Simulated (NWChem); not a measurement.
Molecule: Si2H3, doublet; SMILES [SiH][SiH2]

Program: NWChem. Spin-unrestricted. No stability test was run on the SCF state. Each level has its own optimisation; frequencies are unscaled. Brackets give each atom's bonded neighbours.

**Question.** Order these by “lowest (cm⁻¹)”, lowest first: BLYP/def2-SVP; CAM-B3LYP/def2-SVP; PBE-D3(BJ)/def2-SVP.

**Answer.** BLYP/def2-SVP (221), PBE-D3(BJ)/def2-SVP (235), CAM-B3LYP/def2-SVP (358)
